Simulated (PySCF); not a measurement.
This PySCF input asks for the NMR shieldings of `[SiH3]CC[SiH2]c1cccs1`, C$_{6}$H$_{12}$SSi$_{2}$; the geometry comes from PBE0-D3(BJ)/def2-SVP.

```python
import basis_set_exchange as bse
import numpy as np
from pyscf import gto, dft
from pyscf.prop import nmr

atoms = """
Si   -3.872391    0.654200   -0.613414
C    -2.443362   -0.524862   -0.249433
C    -1.066982    0.146118   -0.314381
Si    0.370131   -1.024662    0.038146
C     2.011233   -0.142053   -0.085072
C     2.847543    0.239336    0.945314
C     3.995168    0.957507    0.512461
C     4.022539    1.121053   -0.848901
S     2.660255    0.396345   -1.593201
H    -5.188598   -0.054121   -0.542335
H    -3.879551    1.776399    0.376969
H    -3.717609    1.240093   -1.982035
H    -2.615106   -0.971685    0.745843
H    -2.504519   -1.362958   -0.966273
H    -0.894621    0.600455   -1.306370
H    -0.998002    0.979280    0.407442
H     0.264370   -1.569433    1.427327
H     0.318732   -2.162014   -0.934003
H     2.639588    0.004013    1.991135
H     4.770680    1.336981    1.179403
H     4.778966    1.623889   -1.450776
"""
names = dict.fromkeys(["Si", "C", "S", "H"], "pcSseg-1")
basis = {el: gto.basis.parse(bse.get_basis(n, elements=[el], fmt="nwchem")) for el, n in names.items()}
mol = gto.M(atom=atoms, basis=basis, charge=0, verbose=0)
mf = dft.RKS(mol, xc="PBE0")
mf.grids.level = 2
mf.grids.alignment = dft.numint.BLKSIZE   # the property module wants whole blocks of grid points
mf.conv_tol = 1e-9
mf.kernel()

calc = nmr.RKS(mf)   # GIAO
C = mf.mo_coeff
Co = C[:, mf.mo_occ > 0]
resp = mf.gen_response(singlet=True, hermi=2)
def vind(x):   # induced exchange potential for any number of trial vectors
    d = np.einsum("pi,xij,qj->xpq", C, 2 * x.reshape(-1, C.shape[1], Co.shape[1]), Co, optimize=True)
    return np.einsum("xpq,pi,qj->xij", resp(d - d.transpose(0, 2, 1)), C, Co, optimize=True).ravel()
mo1, _ = nmr.rhf.solve_mo1(calc, with_cphf=vind)
sigma = calc.kernel(mo1)
for i, s in enumerate(sigma):   # ppm
    print("%2d %-2s %9.2f" % (i, mol.atom_pure_symbol(i), np.trace(s) / 3))
```

Q: Give the expected output.

A: 
```
 0 Si    411.37
 1 C     180.98
 2 C     172.03
 3 Si    388.89
 4 C      45.13
 5 C      41.82
 6 C      51.96
 7 C      43.07
 8 S     243.23
 9 H      27.19
10 H      27.44
11 H      27.42
12 H      30.65
13 H      30.58
14 H      30.51
15 H      30.57
16 H      26.59
17 H      26.58
18 H      23.83
19 H      24.07
20 H      23.74
```

These numbers come from an equivalent density-fitted implementation of the same equations, which agrees with the script to about 0.01 ppm for H and up to a few tenths of a ppm for heavy atoms, so last digits may differ.

Q: Turn these shieldings into chemical shifts. Chemical shifts δ = σref − σ; ²⁹Si (351.99 ppm) and ¹³C (184.41 ppm) and ¹H (31.27 ppm) vs TMS; ³³S (495.66 ppm) vs CS2, all at this level.

A: Averaging equivalent atoms: Si 3: -36.9; Si 0: -59.4; C 5: 142.6; C 7: 141.3; C 4: 139.3; C 6: 132.4; C 2: 12.4; C 1: 3.4; S 8: 252; H 20: 7.53; H 18: 7.44; H 19: 7.20; H 16/17: 4.68; H 9/10/11: 3.91; H 14/15: 0.73; H 12/13: 0.65 ppm. 

Size and cost of the density-fitted run: 234 basis functions, 97 s wall time on 1 thread of an Arm Neoverse N1, shared host; peak memory 1.2 GiB.
